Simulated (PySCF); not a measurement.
Compound: [TcF6]2- (charge -2 and quartet state).
SMILES: `[F][Tc-2]([F])([F])([F])([F])[F]`

The calculation used PBE0-D3(BJ)/def2-SVP geometry optimisation, gas phase, def2 core potentials past Kr in PySCF 2.14.0.

Take the most abundant isotopes and a rigid rotor. 

Q: Give the principal moments of inertia and the rotational constants in GHz.

A: Ia = 287.05, Ib = 287.08, Ic = 287.40 u·Å²; 505379 MHz·u·Å²/I gives 1761, 1760 and 1758 MHz, that is A = 1.7606, B = 1.7604, C = 1.7584 GHz.

Q: Classify the top.

A: A spherical top, as the point group Oh requires three equal moments; the computed ones differ by 0.12 % because the geometry is symmetric only within the optimiser's tolerance.

The point group Oh allows no dipole (computed: 0.00 D (about the centre of mass, as the species is charged)), so a rigid rotor has no electric-dipole lines.

Q: Estimate the classical rotational partition function at 200 K, 298.15 K and 500 K.

A: Point group Oh, symmetry number σ = 24; q = (√π/σ)·√((kT/h)³/(ABC)), k/h = 20836.6 MHz/K: 8510 at 200 K, 15500 at 298.15 K, 33600 at 500 K.

For this open shell read J as N, the rotation without spin; fine and hyperfine splittings come on top. No PBE0-D3(BJ)/def2-SVP frequencies stand behind this structure, so it isn't proved a minimum. ⟨S²⟩ = 3.759 (exact for a quartet: 3.75). Whether so highly charged an anion holds all its electrons in the gas phase wasn't checked; a finite basis holds them in any case. No counter-ion or solvent screens the charge of this multiply charged ion. Zero-point vibration and centrifugal distortion are left out.

The run took 43 s of wall time on an Arm Neoverse V1 with one thread, on a shared host. These figures are those of the optimisation.

Neither the SCF state along the optimisation nor the shape of the open-shell metal species was proved the lowest: other solutions of the same spin, or a structure of lower symmetry, can lie below.
